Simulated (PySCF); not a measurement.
Computed XPS line lists of a few unrelated compounds.

Computed, not measured: delta-SCF UKS SCAN, pcX-2 on the ionised atom, pcseg-1 elsewhere, spin-free X2C in PySCF. Geometries: PBE0-D3(BJ)/def2-SVP; isolated species, one conformer each.

Line lists (1s up to Mg, 2p3/2 beyond, nothing for Ge; areas count atoms within a level, one atom standing for each set equivalent by bonding):
1. B 1s: 196.51 eV; C 1s: 290.89 (area 1), 290.94 (area 1), 292.34 (area 1) eV; O 1s: 538.88 eV
2. C 1s: 289.70 (area 1), 290.14 (area 1), 290.41 (area 1), 290.72 (area 1), 290.78 (area 1) eV; Si 2p3/2: 106.55 eV
3. B 1s: 197.82 eV; O 1s: 539.82 eV; Cl 2p3/2: 205.06 eV

Structures:
A. `O[B](O)[GeH2][Cl]`
B. `C(CC)OB`
C. `C#C[C@H]1CC[SiH2]1`

Problem. Match each list to its structure.

Solution. 
- 1 = B: no other candidate has this set of levels. B 1s: 196.51 three-coordinate boron; C 1s: 290.89 chain CH2 carbon, 290.94 methyl carbon, 292.34 sp3 carbon bound to oxygen; O 1s: 538.88 boron-bound oxygen.
- 2 = C: no other candidate has this set of levels. C 1s: 289.70 terminal alkyne carbon, 290.14 sp3 carbon bound to silicon, 290.41 alkyne carbon, 290.72 sp3 carbon bound to silicon, 290.78 four-membered-ring carbon; Si 2p3/2: 106.55 SiH2 silicon.
- 3 = A: no other candidate has this set of levels. B 1s: 197.82 three-coordinate boron; O 1s: 539.82 boron-bound oxygen (×2); Cl 2p3/2: 205.06 chlorine bonded to Ge.

For 2p shells one spin-free hole was relaxed; a mean-field spin–orbit operator and the ground-state splitting of the three 2p orbitals were then diagonalised within the shell. The shell's mean is (2 × 2p3/2 + 2p1/2)/3, and the degeneracies 2j + 1 give areas of 2:1. 1 of these hole states is spin-contaminated (⟨S²⟩ 0.87, against 0.75; counted from 0.85) and less certain.
